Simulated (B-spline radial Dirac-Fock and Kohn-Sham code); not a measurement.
# K-line shifts caused by a second vacancy in Os

System: the Os atom, configuration [Xe] 4f14 5d6 6s2.

The run's input, task.json:

```json
{"items": [{
  "Z": 76,
  "q": 0,
  "cfg": [[1, 0, 2], [2, 0, 2], [2, 1, 6], [3, 0, 2], [3, 1, 6], [3, 2, 10], [4, 0, 2], [4, 1, 6], [4, 2, 10], [4, 3, 14], [5, 0, 2], [5, 1, 6], [5, 2, 6], [6, 0, 2]],
  "A": 192,
  "rrms": 5.4126,
  "do": ["binding", "quiet", "double"]
}]}
```

Run with: `python xray_run.py task.json out`

Method: relaxed Dirac-Fock hole states (ΔSCF) with Breit and QED corrections and a finite nucleus. Computed with a radial atomic solver. Each two-hole energy is an average over J within one jj subconfiguration, not an observable level; in light atoms, where LS coupling holds, the j-resolved values are not observed lines, and for a K spectator the Kα1 hypersatellite is nearly forbidden. The model has no electron correlation.

Lines without a spectator: Kα2 (K-L2) 61481.1 eV, Kα1 (K-L3) 62995.0 eV, Kβ3 (K-M2) 71070.3 eV, Kβ1 (K-M3) 71404.4 eV. Shifts in eV with one spectator hole (a dash: not computed, or left out as unreliable):

```tsv
spectator hole	Kα2	Kα1	Kβ3	Kβ1
K (1s)	+1021.7	+1103.7	+1324.0	+1343.1
L2 (2p1/2)	+131.7	+178.7	–	+336.4
L3 (2p3/2)	+96.8	+107.3	+248.8	–
M2 (3p1/2)	–	+28.51	+54.0	+64.1
M3 (3p3/2)	+15.02	–	+44.9	+45.7
M4 (3d3/2)	+5.00	+1.62	–	–
M5 (3d5/2)	-0.54	+3.66	–	–
```
